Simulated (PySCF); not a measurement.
Pb (lead, neutral) across methods

[Xe] 4f14 5d10 6s1 6p2 6d1, one real determinant (an excited configuration). All numbers are calculated (PySCF 2.14, a scalar-relativistic core potential, in aug-cc-pVTZ-PP with one added diffuse shell each of d, f type with ECP60MDF (6s5p5d3f, 67 functions)).

```json
{"method": "revPBE", "E (hartree)": "-192.4522", "mean ε 6s α (eV)": "-16.954", "mean ε 6p α (eV)": "-7.477", "mean ε 6d α (eV)": "-1.022", "Σ⟨r²⟩ (bohr²)": "119.2", "⟨S²⟩": "6.002"}
{"method": "PBE", "E (hartree)": "-192.3928", "mean ε 6s α (eV)": "-16.968", "mean ε 6p α (eV)": "-7.473", "mean ε 6d α (eV)": "-1.002", "Σ⟨r²⟩ (bohr²)": "117.6", "⟨S²⟩": "6.002"}
{"method": "wB97X", "E (hartree)": "-192.3821", "mean ε 6s α (eV)": "-21.179", "mean ε 6p α (eV)": "-10.644", "mean ε 6d α (eV)": "-1.796", "Σ⟨r²⟩ (bohr²)": "128.8", "⟨S²⟩": "6.001"}
{"method": "r2SCAN", "E (hartree)": "-192.4580", "mean ε 6s α (eV)": "-17.670", "mean ε 6p α (eV)": "-7.925", "mean ε 6d α (eV)": "-0.925", "Σ⟨r²⟩ (bohr²)": "119.6", "⟨S²⟩": "6.005"}
{"method": "PBE0", "E (hartree)": "-192.3737", "mean ε 6s α (eV)": "-18.579", "mean ε 6p α (eV)": "-8.576", "mean ε 6d α (eV)": "-1.243", "Σ⟨r²⟩ (bohr²)": "120.4", "⟨S²⟩": "6.002"}
{"method": "LC-wPBE", "E (hartree)": "-192.3998", "mean ε 6s α (eV)": "-21.995", "mean ε 6p α (eV)": "-11.328", "mean ε 6d α (eV)": "-1.899", "Σ⟨r²⟩ (bohr²)": "127.6", "⟨S²⟩": "6.003"}
{"method": "LDA", "E (hartree)": "-192.0790", "mean ε 6s α (eV)": "-17.161", "mean ε 6p α (eV)": "-7.530", "mean ε 6d α (eV)": "-0.965", "Σ⟨r²⟩ (bohr²)": "114.7", "⟨S²⟩": "6.001"}
```

Task: Estimate the same row for UHF.

Result: E (hartree) = -191.43496; mean ε 6s α (eV) = -22.609; mean ε 6p α (eV) = -11.429; mean ε 6d α (eV) = -1.712; Σ⟨r²⟩ (bohr²) = 132.4; ⟨S²⟩ = 6.006.

⟨L²⟩ = 7.92 against 12 for a pure F term, so this real determinant mixes terms. Energies and moments cover only the electrons outside the core potential. Spin-orbit coupling is strong in this species (close to jj coupling), so the high-spin LS determinant is a model state, not a physical level. The outer electron is Rydberg-like, and this basis confines it to a smaller radius and binds it less than a complete one would.
